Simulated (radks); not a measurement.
Values are calculated unless marked as measured or tabulated.
Task: These are the eigenvalues of the occupied orbitals of an atom or ion with whole-number occupations (hartree). Level of theory: Dirac Kohn-Sham, LDA (Slater exchange, Perdew-Wang correlation), spin-unpolarised, spherical densities, finite nucleus; Fermi nuclear charge, rms radius of each element as measured or else 0.836 A^(1/3) + 0.57 fm (a radial shooting solver on a logarithmic mesh with Libxc functionals).

orbital  eigenvalue
1s1/2     -1021.483
2s1/2     -155.8873
2p1/2     -145.6944
2p3/2     -137.9562
3s1/2     -32.32317
3p1/2     -28.20435
3p3/2     -26.80445
3d3/2     -19.49376
3d5/2     -19.20630
4s1/2      -7.65179
4p1/2      -6.27489
4p3/2      -6.01170
4d3/2      -3.81037
4d5/2      -3.77039

Which element is it, and in what charge state? The configuration may be excited. Open shells, if any, are shared by 2j + 1.

Result: Z = 49, indium, charge +6: In6+ in [Kr] 4d7. The list shows which subshells hold electrons but not how many an open one holds; the 1s level, -1021.5 hartree, gives Z - s = 45.2 by -(Z - s)^2/2, which with screening and relativity narrows Z to a few neighbours, and the depths of the outer levels then fix element, charge and occupations together.
